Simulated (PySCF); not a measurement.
H3AlO2, singlet, geometry from GFN2-xTB (such geometries of metal compounds can be far from the true shape); MP2/cc-pVDZ run with PySCF.

PySCF was given this input:
```python
from pyscf import gto, scf, mp

mol = gto.M(
    atom='''
Al   -0.301916   -0.139718   -0.184085
H    -1.487962   -0.688586   -0.907243
O     0.062469    1.431574   -0.493919
H     0.243804    2.337601   -0.695168
O     0.471994   -1.184239    0.819793
H     0.893354   -1.811357    1.388518
''',
    basis='cc-pvdz',
    charge=0,
    spin=0,
    verbose=4,
    max_memory=1800,
)

mf = scf.RHF(mol)
mf.kernel()

pt = mp.MP2(mf, frozen=7)
pt.kernel()
print('E(MP2) = %.10f' % pt.e_tot)
```

What the program printed (banner, timings and long lists left out):

```
PySCF version 2.14.0

[INPUT] verbose = 4
[INPUT] num. atoms = 6
[INPUT] num. electrons = 32
[INPUT] charge = 0
[INPUT] spin (= nelec alpha-beta = 2S) = 0
[INPUT] symmetry False subgroup None
[INPUT] Mole.unit = angstrom
[INPUT] Symbol           X                Y                Z      unit          X                Y                Z       unit  Magmom
[INPUT]  1 Al    -0.301916000000  -0.139718000000  -0.184085000000 AA   -0.570538552624  -0.264028754672  -0.347870233641 Bohr   0.0
[INPUT]  2 H     -1.487962000000  -0.688586000000  -0.907243000000 AA   -2.811840663760  -1.301238953210  -1.714440798429 Bohr   0.0
[INPUT]  3 O      0.062469000000   1.431574000000  -0.493919000000 AA    0.118049301275   2.705282787048  -0.933371637719 Bohr   0.0
[INPUT]  4 H      0.243804000000   2.337601000000  -0.695168000000 AA    0.460722788073   4.417425678509  -1.313677130562 Bohr   0.0
[INPUT]  5 O      0.471994000000  -1.184239000000   0.819793000000 AA    0.891939392438  -2.237887376029   1.549184248836 Bohr   0.0
[INPUT]  6 H      0.893354000000  -1.811357000000   1.388518000000 AA    1.688194392285  -3.422968643814   2.623918739029 Bohr   0.0

nuclear repulsion = 103.153171338243
number of shells = 24
number of NR pGTOs = 114
number of NR cGTOs = 61
basis = cc-pvdz
ecp = {}

******** <class 'pyscf.scf.hf.RHF'> ********
method = RHF
initial guess = minao
damping factor = 0
level_shift factor = 0
DIIS = <class 'pyscf.scf.diis.CDIIS'>
diis_start_cycle = 1
diis_space = 8
diis_damp = 0
SCF conv_tol = 1e-09
SCF conv_tol_grad = None
SCF max_cycles = 50
direct_scf = True
direct_scf_tol = 1e-13
Set gradient conv threshold to 3.16228e-05
Initial guess from minao.
init E= -393.46761857293
  HOMO = -0.424109496317798  LUMO = 0.00811684245157407  gap/eV = 11.76148
cycle= 1 E= -393.376778115875  delta_E= 0.0908  |g|= 0.716  |ddm|= 1.88
  HOMO = -0.375022357166598  LUMO = 0.121293070470411  gap/eV = 13.50543
cycle= 2 E= -393.445484758987  delta_E= -0.0687  |g|= 0.446  |ddm|= 0.67
  HOMO = -0.44642869869607  LUMO = 0.111209649985685  gap/eV = 15.17411
cycle= 3 E= -393.481424573371  delta_E= -0.0359  |g|= 0.0355  |ddm|= 0.256
  HOMO = -0.441690209161397  LUMO = 0.113452517620245  gap/eV = 15.10620
cycle= 4 E= -393.482003283834  delta_E= -0.000579  |g|= 0.00525  |ddm|= 0.0554
  HOMO = -0.441105788452243  LUMO = 0.114134701614896  gap/eV = 15.10886
cycle= 5 E= -393.482020090386  delta_E= -1.68e-05  |g|= 0.00126  |ddm|= 0.0091
  HOMO = -0.441267483700005  LUMO = 0.114075760926628  gap/eV = 15.11166
cycle= 6 E= -393.482021262923  delta_E= -1.17e-06  |g|= 0.000319  |ddm|= 0.00231
  HOMO = -0.441253675186545  LUMO = 0.114109881419601  gap/eV = 15.11221
cycle= 7 E= -393.482021340581  delta_E= -7.77e-08  |g|= 6.02e-05  |ddm|= 0.000583
  HOMO = -0.441261848570231  LUMO = 0.114112123315978  gap/eV = 15.11250
cycle= 8 E= -393.482021343559  delta_E= -2.98e-09  |g|= 7.82e-06  |ddm|= 0.000123
  HOMO = -0.441261846283114  LUMO = 0.114112757755925  gap/eV = 15.11251
cycle= 9 E= -393.482021343607  delta_E= -4.77e-11  |g|= 1.03e-06  |ddm|= 1.79e-05
  HOMO = -0.441262041079906  LUMO = 0.114112676961243  gap/eV = 15.11252
Extra cycle  E= -393.482021343607  delta_E= -3.41e-13  |g|= 3.71e-07  |ddm|= 1.46e-06
converged SCF energy = -393.482021343607

******** <class 'pyscf.mp.mp2.RMP2'> ********
nocc = 9, nmo = 54
frozen orbitals 7
E(RMP2) = -393.921437602366  E_corr = -0.439416258759208
E(SCS-RMP2) = -393.912785911943  E_corr = -0.430764568336011
E_corr(same-spin) = -0.11138647174043
E_corr(oppo-spin) = -0.328029787018778
E(MP2) = -393.9214376024
```
